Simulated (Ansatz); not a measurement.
`[GeH3][GeH2][GeH2][GeH2][GeH3]` + `BS` → `B[S][GeH3]` + `[GeH3][GeH2][GeH2][GeH3]`  (cleavage of the Ge–Ge bond)

Calculated with Ansatz (gas phase, PBE0-D4/def2-TZVP geometries, no zero-point term in ΔE). CBS: MP2 limit from def2 TZ/QZ plus the TZ coupled-cluster correction, frozen cores. This one scheme is used for every species. Functionals use def2-TZVPP. For Ge outer-core shells are correlated without core-valence functions, which leaves a few kJ/mol of doubt a bond. Scalar relativity is left out up to krypton. One conformer a species, not always the lowest.

CCSD(T)/CBS gives +0.5 kcal/mol.

Q: Another level gave +0.6 kcal/mol. Which?
A. r2SCANh/def2-TZVPP
B. RPA@PBE/def2-TZVPP
C. BHLYP/def2-TZVPP
D. HF/def2-TZVPP

A: B. RPA@PBE/def2-TZVPP 0.6, HF/def2-TZVPP -3.6, r2SCANh -0.4, BHLYP -1.6 kcal/mol.

Largest T1 diagnostic among the species: 0.015.

Leaving LDA and LC-ωPBE aside and taking each functional with its dispersion term where it has one, the values, not all of them listed here, spread over 3.2 kcal/mol, from B97M-V to PBE-D4. LDA lies +1.1 kcal/mol from PBE without D4. In def2-TZVPP, CCSD(T) changes the Hartree–Fock value by +4.2 kcal/mol (the triples alone add +0.2 kcal/mol) and MP2 by +3.8 kcal/mol.
